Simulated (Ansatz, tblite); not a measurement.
Forces on B₃F₂ at its PBE-D4/def2-SVP geometry. The state is a doublet with charge 0.

The xTB rows come from tblite. The structure comes from a short search, and lower isomers may exist.

GFN1-xTB (tblite), largest force 3.00 eV/Å:

```xyz
5
positions Å, forces eV/Å
B     0.001   -0.001   -0.002   -0.002    0.001    0.004
B     0.365   -1.355    0.592   -0.719    2.668   -1.167
B    -0.365    1.355   -0.592    0.720   -2.669    1.164
F     0.675   -2.506    1.096    0.092   -0.342    0.149
F    -0.676    2.506   -1.094   -0.092    0.342   -0.150
```

GFN2-xTB (tblite), largest force 1.90 eV/Å:

```
B -0.003 0.001 0.004
B -0.453 1.686 -0.739
B 0.456 -1.687 0.735
F 0.045 -0.167 0.073
F -0.045 0.167 -0.073
```

r2SCAN-D4/def2-TZVP (Ansatz), largest force 0.69 eV/Å:

```
B -0.002 0.000 0.001
B -0.007 0.032 -0.012
B 0.009 -0.030 0.015
F -0.166 0.613 -0.270
F 0.165 -0.615 0.267
```
